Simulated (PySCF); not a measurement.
F₄S, SMILES FS(F)(F)F. Atoms are numbered in the order given.

```xyz
5

F      1.2335     0.0000     0.6222
S      0.0000     0.0000    -0.3903
F      0.0000    -1.6679    -0.2753
F      0.0000     1.6679    -0.2753
F     -1.2335     0.0000     0.6222
```
Charge 0, spin multiplicity 1.

Geometry: TPSSh-D3(BJ)/def2-SVP.

The numbers are results of B3LYP/pcJ-1 in PySCF, not measurements.

Isotropic couplings with Fermi-contact, spin-dipole and both spin-orbit terms, one fixed conformer, no vibrational averaging. Isotopes: 19F.

```csv
pair,bonds apart,J (Hz)
F1–F3,2,?
F1–F4,2,?
F1–F5,2,?
F3–F4,2,?
F3–F5,2,?
F4–F5,2,?
```

Problem. Fill in the missing entries. (The exact figures need the calculation; the answer reports its results.)

Solution. 
- F1–F3, J (Hz): -127.3
- F1–F4, J (Hz): -127.3
- F1–F5, J (Hz): 319.8
- F3–F4, J (Hz): 289.6
- F3–F5, J (Hz): -127.3
- F4–F5, J (Hz): -127.3
